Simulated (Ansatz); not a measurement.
One change: `[CH3][SnH2][SeH]` becomes `[SeH][SnH3]`.

Ansatz, PBE0-D4/def2-TZVP geometries, multiplicity 1. Each molecule was computed in one conformer, which needn't be the lowest.

Elements past krypton have def2 core potentials. Scalar relativity is left out up to krypton.

| property | `[CH3][SnH2][SeH]` |
| --- | --- |
| HOMO–LUMO gap (B3LYP/def2-TZVPP) / eV | 5.80 |
| HOMO–LUMO gap (PBE0/def2-TZVPP) / eV | 6.32 |
| size of the dipole moment (B3LYP/def2-TZVPP) / D | 1.94 |
| HOMO–LUMO gap (ωB97M-V/def2-TZVPP) / eV | 10.09 |
| ideal-gas entropy at 298 K and 1 bar (rigid rotor, harmonic PBE0-D4/def2-TZVP) / J/(mol·K) | 360 |
| HOMO–LUMO gap (PBE/def2-TZVPP) / eV | 4.35 |

What does the change do to each property? (Best estimate.)

The calculation gave: 
| property | `[SeH][SnH3]` | shift |
| --- | --- | --- |
| HOMO–LUMO gap (B3LYP/def2-TZVPP) / eV | 5.63 | -0.17 |
| HOMO–LUMO gap (PBE0/def2-TZVPP) / eV | 6.14 | -0.18 |
| size of the dipole moment (B3LYP/def2-TZVPP) / D | 1.25 | -0.69 |
| HOMO–LUMO gap (ωB97M-V/def2-TZVPP) / eV | 9.90 | -0.19 |
| ideal-gas entropy at 298 K and 1 bar (rigid rotor, harmonic PBE0-D4/def2-TZVP) / J/(mol·K) | 315 | -45 |
| HOMO–LUMO gap (PBE/def2-TZVPP) / eV | 4.19 | -0.16 |

With PBE0 the HOMO falls by 0.16 eV and the LUMO falls by 0.33 eV, so the gap narrows by about 0.17 eV. PBE moves the HOMO by -0.15 eV and ωB97M-V by -0.16 eV. The zero-point energy changes by -77.5 kJ/mol with -9 modes. Dipoles are sizes alone; their direction can turn.

B3LYP here is the variant with VWN-RPA as its local correlation; programs differ in this.
